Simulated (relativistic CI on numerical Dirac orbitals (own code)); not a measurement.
**Hyperfine structure of Os LIV, mass number 187**

Computed by Dirac-Coulomb-Breit CI, orbitals from a KLI potential per configuration, model QED (radiative potential, 1s self-energy scaled to tabulated hydrogen-like ionisation energies), unscaled Slater integrals (own radial code, finite nucleus).

Configurations in the expansion (outside the closed core [Ne]): 3s2 3p6 3d5, 3s2 3p5 3d6, 3s2 3p4 3d7, 3s 3p6 3d6, 3p6 3d7, 3s 3p5 3d7, 3s2 3p6 3d4 4s, 3s2 3p6 3d4 4p, 3s2 3p4 3d6 4s, 3s2 3p5 3d5 4s, 3s2 3p6 3d4 4f, 3p6 3d6 4s, 3s2 3p6 3d3 4s2, 3s2 3p6 3d4 5s, 3p6 3d5 4s2. Levels of other configurations are missing.

Nuclear spin I = 1/2, μ = 0.06442 μN (tables of Stone and Pyykkö). The electronic factors are computed for point nuclear moments, without core polarisation or the Bohr-Weisskopf and QED corrections.

| Level | E (cm⁻¹) | A (MHz) |
| --- | --- | --- |
| 3s2 3p6 3d5 2D_3/2 | 918150 | 13740 |
| 3s2 3p6 3d5 4D_7/2 | 1254125 | 5354 |
| 3s2 3p6 3d5 4G_9/2 | 1274889 | 6841 |

Levels with J = 0, under 50 % of one LS term, or S terms without an open s electron are left out. Small factors come from cancelling terms and can be off by tens of per cent or more.

At this charge energies of transitions that change n are usually good to better than 1 %, and those within a shell (Δn = 0) to a few per cent.

Task: Give the hyperfine levels of 3s2 3p6 3d5 2D_3/2 relative to its centre of gravity.

Result: With K = F(F + 1) − I(I + 1) − J(J + 1), E = AK/2: F = 1: -17180, F = 2: 10310 MHz.

LS names give the leading component of a level, which can be under half, so a name can repeat, a term be missing and a line seem to break the LS rules.
